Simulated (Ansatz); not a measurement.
Cost against result

The pair of Br⁻ (SMILES [Br-], atom 1) and CH4S (SMILES CS, atoms 2–7), both closed shells, in one local arrangement (a lower one may exist), relaxed at PBE0-D4/def2-TZVPD:

```xyz
7
angstrom
Br -0.0926 -0.1368 -2.9154
C 0.3795 0.1684 0.7900
S -1.2928 -0.4619 0.4998
H 0.8428 0.3010 -0.1906
H 0.9641 -0.5418 1.3773
H 0.3471 1.1269 1.3111
H -1.1483 -0.4558 -0.8723
```

Interaction energies are counterpoise-corrected; the time is that of the whole pair.

Program: Ansatz 0.2.0. Basis: as named in each row. Cores are frozen in the correlated methods. Filled d shells of the heavier atoms are correlated. The def2 sets are not built for correlating such inner shells, so the correlated values are less sure here. B3LYP uses VWN-RPA correlation. Extrapolation: Hartree–Fock as exp(−7.88 √X), correlation as X^−2.97.

Times are rough, for one single point on 4 threads of a shared host (Intel Xeon 6975P-C).

The estimate by CCSD(T) at an estimated basis limit (MP2 extrapolated from triple and quadruple zeta, plus CCSD(T) − MP2 in triple zeta) is -13.00 kcal/mol.

```json
{"method": "HF", "basis": "STO-3G", "time (s)": "under 1", "interaction energy (kcal/mol)": "-6.91", "method less estimate": "6.09"}
{"method": "PBE-D4", "basis": "STO-3G", "time (s)": "under 1", "interaction energy (kcal/mol)": "-19.34", "method less estimate": "-6.34"}
{"method": "SPW92", "basis": "def2-SVP", "time (s)": "under 1", "interaction energy (kcal/mol)": "-21.52", "method less estimate": "-8.52"}
{"method": "PBE-D4", "basis": "def2-SVP", "time (s)": "under 1", "interaction energy (kcal/mol)": "-17.87", "method less estimate": "-4.87"}
{"method": "B3LYP-D4", "basis": "6-31G", "time (s)": "under 1", "interaction energy (kcal/mol)": "-16.06", "method less estimate": "-3.06"}
{"method": "PBE0-D4", "basis": "def2-SVP", "time (s)": "under 1", "interaction energy (kcal/mol)": "-16.84", "method less estimate": "-3.84"}
{"method": "PBE-D4", "basis": "def2-TZVPPD", "time (s)": "under 1", "interaction energy (kcal/mol)": "-14.91", "method less estimate": "-1.91"}
{"method": "revPBE-D4", "basis": "def2-TZVPPD", "time (s)": "under 1", "interaction energy (kcal/mol)": "-14.06", "method less estimate": "-1.06"}
{"method": "BLYP-D4", "basis": "def2-TZVPPD", "time (s)": "under 1", "interaction energy (kcal/mol)": "-13.37", "method less estimate": "-0.37"}
{"method": "PBE0-D4", "basis": "def2-TZVPPD", "time (s)": "1", "interaction energy (kcal/mol)": "-14.06", "method less estimate": "-1.05"}
{"method": "HSE06-D4", "basis": "def2-TZVPPD", "time (s)": "1", "interaction energy (kcal/mol)": "-14.11", "method less estimate": "-1.11"}
{"method": "CCSD(T)", "basis": "def2-SVP", "time (s)": "1", "interaction energy (kcal/mol)": "-10.81", "method less estimate": "2.20"}
{"method": "B3LYP-D4", "basis": "def2-TZVPPD", "time (s)": "1", "interaction energy (kcal/mol)": "-13.08", "method less estimate": "-0.07"}
{"method": "wB97M-V", "basis": "def2-SVP", "time (s)": "2", "interaction energy (kcal/mol)": "-14.79", "method less estimate": "-1.79"}
{"method": "r2SCAN-D4", "basis": "def2-TZVPPD", "time (s)": "2", "interaction energy (kcal/mol)": "-14.07", "method less estimate": "-1.07"}
{"method": "B2PLYP", "basis": "def2-TZVPPD", "time (s)": "2", "interaction energy (kcal/mol)": "-11.47", "method less estimate": "1.54"}
{"method": "B97M-V", "basis": "def2-TZVPPD", "time (s)": "3", "interaction energy (kcal/mol)": "-13.11", "method less estimate": "-0.10"}
{"method": "wB97X-V", "basis": "def2-TZVPPD", "time (s)": "3", "interaction energy (kcal/mol)": "-12.42", "method less estimate": "0.58"}
{"method": "wB97M-V", "basis": "def2-TZVPPD", "time (s)": "3", "interaction energy (kcal/mol)": "-12.36", "method less estimate": "0.64"}
{"method": "MP2", "basis": "def2-QZVPPD", "time (s)": "8", "interaction energy (kcal/mol)": "-13.51", "method less estimate": "-0.50"}
{"method": "CCSD(T)", "basis": "def2-TZVPPD", "time (s)": "20", "interaction energy (kcal/mol)": "-11.61", "method less estimate": "1.39"}
```

The T1 diagnostic stays at or below 0.010.
